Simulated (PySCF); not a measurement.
C₆ coefficients of unlike pairs at UHF

Calculated with PySCF 2.14 from the dipole response of each species, C₆(A,B) = (3/π) ∫ α_A(iu) α_B(iu) du, in atomic units, from isotropic polarisabilities. For ions this is the dispersion term alone; charge-induced terms of lower order in 1/R come first.

```json
{"species": "O", "configuration": "[He] 2s2 2p4 (3P)", "basis": "def2-QZVPPD (8s5p4d2f1g)", "relativity": "none", "α (bohr³)": "4.760", "C₆ (like pair)": "13.78"}
{"species": "Ta", "configuration": "[Xe] 4f14 5d3 6s2 (4F)", "basis": "aug-cc-pVTZ-PP with ECP60MDF (6s6p5d3f2g)", "relativity": "core potential", "α (bohr³)": "109.4", "C₆ (like pair)": "1453"}
{"species": "Sb⁺", "configuration": "[Kr] 4d10 5s2 5p2 (3P)", "basis": "aug-cc-pwCVDZ-PP with ECP28MDF (6s5p4d1f)", "relativity": "core potential", "α (bohr³)": "25.97", "C₆ (like pair)": "215.0"}
{"species": "Mg⁺", "configuration": "[Ne] 3s1 (2S)", "basis": "aug-cc-pVQZ-DK (7s6p4d3f2g)", "relativity": "spin-free X2C", "α (bohr³)": "38.37", "C₆ (like pair)": "176.2"}
```

Estimate C₆ for Mg⁺ with Sb⁺.

The integral gives 173.4. The combination rule 2 C_A C_B / (C_A α_B/α_A + C_B α_A/α_B) gives 173.4 and the geometric mean 194.6.

No spin-orbit coupling is included.

The other pairs:

| pair | C₆ |
| --- | --- |
| Ta, O | 114.5 |
| Mg⁺, O | 36.86 |
| Mg⁺, Ta | 503.3 |
| Sb⁺, O | 52.11 |
| Sb⁺, Ta | 519.2 |
